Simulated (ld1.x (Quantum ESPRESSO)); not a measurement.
# Configuration tests for silicon (Si) (TM)

silicon (Si), norm-conserving Troullier–Martins (Kleinman–Bylander form), made with ld1.x (Quantum ESPRESSO) 7.5 (PBEsol, non-relativistic). Core [He], reference 2s2 2p6 3s1.5 3p2.5. Waves: 2s (bound): rc 0.85 bohr; 2p (bound): rc 1.00 bohr; 3d channel at 0.3 Ry: rc 1.00 bohr. Local part: the d channel. Core correction: Bessel-smoothed model core, default radius (core density twice the valence density).

Occupied shells without a wave of their own: 3p, 3s. They enter only through the test configuration that unscreens the potential, and ld1.x also counts them in the model core charge.

Energies are relative to the spin-unpolarised reference configuration 2s2 2p6 3s1.5 3p2.5; without spin polarisation the order of configurations can differ from experiment.

ld1.x takes every shell without a wave as core, so the model core holds the 3p, 3s electrons as well and exchange and correlation see them twice. This cancels in the reference configuration, but the file is broken for other ones, and its errors say nothing about a proper core correction.

```json
{"valence configuration": "2s2 2p6 3s2 3p2", "charge": "0", "ΔE all-electron (eV)": "-3.349", "error AE − PS (meV)": "+185"}
{"valence configuration": "2s2 2p6 3s2 3p1", "charge": "+1", "ΔE all-electron (eV)": "4.374", "error AE − PS (meV)": "+229"}
{"valence configuration": "2s2 2p6 3s2 3p0", "charge": "+2", "ΔE all-electron (eV)": "20.350", "error AE − PS (meV)": "+33"}
{"valence configuration": "2s2 2p6 3s2 3p1.5", "charge": "+0.5", "ΔE all-electron (eV)": "-0.436", "error AE − PS (meV)": "+230"}
{"valence configuration": "2s1 2p6 3s2 3p2", "charge": "+1", "ΔE all-electron (eV)": "148.629", "error AE − PS (meV)": "-249"}
{"valence configuration": "2s2 2p6 3s2 3p2.3", "charge": "-0.3", "ΔE all-electron (eV)": "-4.275", "error AE − PS (meV)": "+141"}
{"valence configuration": "2s2 2p6 3s1 3p2", "charge": "+1", "ΔE all-electron (eV)": "11.721", "error AE − PS (meV)": "-176"}
```

Levels in the configuration 2s2 2p6 3s2 3p2.3:

| level | all-electron (eV) | pseudo (eV) |
| --- | --- | --- |
| 2s | -136.172 | -136.038 |
| 2p | -93.152 | -93.020 |
| 3s | -8.616 | -8.804 |
| 3p | -2.139 | -1.976 |
